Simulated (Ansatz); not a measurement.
Isolated molecules relaxed with PBE0-D4/def2-TZVP in Ansatz; ΔE leaves out vibrations. CCSD(T)/CBS adds triple-zeta CCSD(T) − MP2 to the extrapolated MP2 energy (def2 sets, frozen cores). This one scheme is used for every species. DFT in def2-TZVPP. For Br outer-core shells are correlated without core-valence functions, which leaves a few kJ/mol of doubt a bond. Scalar relativity is left out up to krypton. Each species was taken in one conformer, which may not be the lowest.

Consider the formal hydrolysis of a B–C bond: `CB(O)Br` + H₂O → `OB(O)Br` + CH₄.

CCSD(T)/CBS gives -111.9 kJ/mol.

(1) Another level gave -120.6 kJ/mol. Which?
A. HF/def2-TZVPP
B. MP2/def2-TZVPP
C. r2SCAN0/def2-TZVPP
D. CAM-B3LYP/def2-TZVPP

Largest T1 diagnostic among the species: 0.010.

Answers

(1) C. r2SCAN0 -120.6, MP2/def2-TZVPP -116.1, HF/def2-TZVPP -130.9, CAM-B3LYP -125.1 kJ/mol.

At CCSD(T), def2-SVP lies −26.2 kJ/mol from the extrapolated value and def2-TZVPP −4.7 kJ/mol. In def2-TZVPP, CCSD(T) changes the Hartree–Fock value by +14.3 kJ/mol (the triples alone add +1.2 kJ/mol) and MP2 by +14.8 kJ/mol. Leaving LDA and LC-ωPBE aside and taking each functional with its dispersion term where it has one, the values, not all of them listed here, spread over 12.6 kJ/mol, from BHLYP-D4 to revPBE-D4.
